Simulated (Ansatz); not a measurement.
`Cl[SiH](Cl)I` + silanol → `[SiH3]O[SiH](Cl)Cl` + HI  (ligand exchange at the Si–I bond)

Program: Ansatz. Geometries: PBE0-D4/def2-TZVP. ΔE: electronic, gas phase. CBS: MP2 limit from def2 TZ/QZ plus the TZ coupled-cluster correction, frozen cores. Functionals use def2-TZVPP. Elements past krypton have def2 core potentials. For I outer-core shells are correlated without core-valence functions, which leaves a few kJ/mol of doubt a bond. One conformer a species, not always the lowest.

`Cl[SiH](Cl)I`:

```xyz
5

Cl    0.871    0.449    1.775
Si    0.122   -0.069   -0.043
Cl    0.356    1.487   -1.332
I    -2.219   -0.639    0.155
H     0.870   -1.228   -0.555
```

`O[SiH3]`:

Z-matrix (Å, degrees):
```
Si
O 1 1.648
H 1 1.489 2 111.7
H 1 1.489 2 111.7 3 120.9
H 1 1.481 2 105.9 3 -119.6
H 2 0.957 1 117.9 3 -60.5
```

`[SiH3]O[SiH](Cl)Cl`:

Z-matrix (Å, degrees):
```
Si
O 1 1.649
H 1 1.483 2 109.5
H 1 1.481 2 107.2 3 -119.7
H 1 1.483 2 109.6 3 120.7
Si 2 1.607 1 146.6 3 -62.2
Cl 6 2.039 2 110.0 1 56.7
Cl 6 2.039 2 110.0 1 -62.7
H 6 1.468 2 109.9 1 177.0
```

HI:

```xyz
2

I    -0.452    0.456   -0.486
H     0.452   -0.456    0.486
```

| level | ΔE (kcal/mol) |
| --- | --- |
| BLYP | -11.9 |
| LC-ωPBE | -11.7 |

**Question.** What does CCSD(T)/CBS give? (Estimate.)

**Answer.** Ansatz gave: -11.5 kcal/mol. The listed levels differ from it by -0.4, -0.2 kcal/mol.

Largest T1 diagnostic among the species: 0.011.

From PBE to PBE0 (25 % exact exchange), in def2-TZVPP and without D4, ΔE moves by −1.3 kcal/mol. Leaving LDA and LC-ωPBE aside and taking each functional with its dispersion term where it has one, the values, not all of them listed here, spread over 6.6 kcal/mol, from CAM-B3LYP-D4 to PBE-D4. LDA lies −1.9 kcal/mol from PBE without D4.
